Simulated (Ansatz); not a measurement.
System: CdSe, charge 0, multiplicity 1. 
Geometry from a B3LYP-D3(BJ)/def2-TZVP (Ansatz, a program for electronic structure) optimisation:
```
Cd
Se 1 2.3922
```
Charge 0, spin multiplicity 1.

Basis-set convergence of Hartree-Fock and MP2 correlation energies (hartree) with Ansatz. Correlated levels leave the core frozen unless marked. Spin-orbit coupling is left out. Frozen are the shells of the preceding noble gas and the d and f shells that filled before the atom's block. Past Kr the def2 sets carry scalar-relativistic core potentials.

The Hartree-Fock reference is unstable (checked in the largest basis), which strains HF and MP2. 

```tsv
basis	functions	E(HF)	E(corr, MP2)
def2-SVPD	75	-2566.35848	-0.40485
def2-TZVPPD	113	-2566.69202	-0.59269
def2-QZVPPD	186	-2566.74147	-0.64582
```

Extrapolating the two largest sets (X = 3 and 4) as X^-3: E(corr) = (64·(-0.64582) - 27·(-0.59269))/37 = -0.6846 Eh, an estimate of the basis-set limit. The largest set recovers 94.3 % of it, the smallest 59.1 %.
